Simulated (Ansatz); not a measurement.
This geometry of CH$_{6}$Sn (8 atoms, charge 0, multiplicity 1) is a first-order saddle point.

Computed with Ansatz, RKS BLYP-D4/def2-SVP.

```xyz
8
Properties=species:S:1:pos:R:3
Sn 0.310 0.032 -0.552
C 1.170 -0.004 1.915
H 0.183 -0.118 2.393
H 1.825 -0.875 2.081
H 1.653 0.956 2.158
H 1.902 0.124 0.126
H -0.700 1.355 -0.031
H -0.485 -1.469 -0.152
```

Which two structures does it join? (They come from a converged band through this point; their orientation in space is the band's.)

Bonds broken: Sn1–C2, Sn1–H6. Bonds formed: C2–H6. CH6Sn becomes CH4 + H2Sn.

First end point:

```xyz
8
Properties=species:S:1:pos:R:3
Sn 0.447 0.019 0.023
C 1.067 -0.022 2.123
H 0.177 -0.138 2.770
H 1.754 -0.873 2.293
H 1.584 0.922 2.379
H 1.835 0.166 -1.010
H -0.607 1.370 -0.261
H -0.398 -1.444 -0.379
```

Last end point:

```xyz
8
Properties=species:S:1:pos:R:3
Sn 0.073 -0.034 -1.009
C 1.519 0.020 1.869
H 0.435 -0.206 1.822
H 2.033 -0.808 2.392
H 1.663 0.975 2.409
H 1.972 0.119 0.857
H -0.912 1.247 -0.195
H -0.926 -1.314 -0.206
```

How far does it lie above each of them?

1.99 eV above the first and 1.92 eV above the second. This is the barrier of this one path; another mechanism may lie lower. The orbitals stay closed-shell, which can raise the energy where a bond breaks towards radicals; this wasn't checked here.

The run took 2.3 min on 1 thread of Intel(R) Xeon(R) 6975P-C (Granite Rapids), with other jobs on the host, peak memory 0.13 GiB.
